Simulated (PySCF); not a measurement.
# Te²⁴⁺ (tellurium, charge +24) across methods

[Ar] 3d10, closed-shell 1S. Computed with PySCF 2.14 in an uncontracted even-tempered set (17 s from 2.9 bohr⁻², ratio 2.5; 11 p from 3.8 bohr⁻², ratio 2.5; 8 d from 3.8 bohr⁻², ratio 2.5; 4 f from 19 bohr⁻², ratio 2.7; 3 g from 29 bohr⁻², ratio 2.7), with the non-relativistic Hamiltonian (point nucleus).

| method | E (hartree) | mean ε 3s (eV) | mean ε 3p (eV) | mean ε 3d (eV) | Σ⟨r²⟩ (bohr²) | ⟨S²⟩ |
| --- | --- | --- | --- | --- | --- | --- |
| PBE0 | -6347.83 | -1618.5 | -1501.0 | -1286.0 | 2.051 | 0.000 |
| LDA | -6342.21 | -1599.8 | -1485.6 | -1275.0 | 2.054 | 0.000 |
| r2SCAN | -6348.29 | -1612.3 | -1494.2 | -1278.6 | 2.050 | 0.000 |
| B97-3 | -6347.93 | -1619.8 | -1502.1 | -1287.1 | 2.050 | 0.000 |
| PBE | -6347.58 | -1601.5 | -1486.3 | -1275.0 | 2.052 | 0.000 |
| M06-2X | -6348.80 | -1629.2 | -1513.2 | -1297.9 | 2.049 | 0.000 |
| UHF | -6347.00353 | -1667.4 | -1542.8 | -1317.0 | 2.048 | 0.000 |

A non-relativistic calculation at this Z misses sizeable relativistic shifts.
